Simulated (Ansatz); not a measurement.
Consider the ligand exchange at the Al–Cl bond: `C[NH][AlH][Cl]` + `O[SiH3]` → `C[NH][AlH][O][SiH3]` + HCl.

Isolated molecules relaxed with PBE0-D4/def2-TZVP in Ansatz; ΔE leaves out vibrations. CCSD(T)/CBS is the MP2 limit (def2-TZVPP, def2-QZVPP) plus CCSD(T) − MP2 in def2-TZVPP, frozen cores. This one scheme is used for every species. Functionals use def2-TZVPP. B3LYP here is the variant with VWN-RPA as its local correlation; programs differ in this. One conformer a species, not always the lowest.

```csv
level,ΔE (kJ/mol),difference from CCSD(T)/CBS
PBE-D4,12.5,6.0
PBE0-D4,11.9,5.4
ωB97X-V,8.0,1.5
B2PLYP,5.6,-0.9
PBE0,14.5,8.0
B3LYP,6.9,0.4
SCS-MP2/def2-QZVPP,4.4,-2.1
HF/CBS(def2),3.6,-2.9
MP2/CBS(def2),9.2,2.7
CCSD/CBS(def2),5.7,-0.8
CCSD(T)/CBS,6.5,0
```

Largest T1 diagnostic among the species: 0.011.

The D4 term adds −4.0 kJ/mol with B3LYP and −2.6 kJ/mol with PBE0; it sums over pairs of atoms, weighted by their polarisabilities, and B3LYP, whose exchange is more repulsive, gets the larger term.
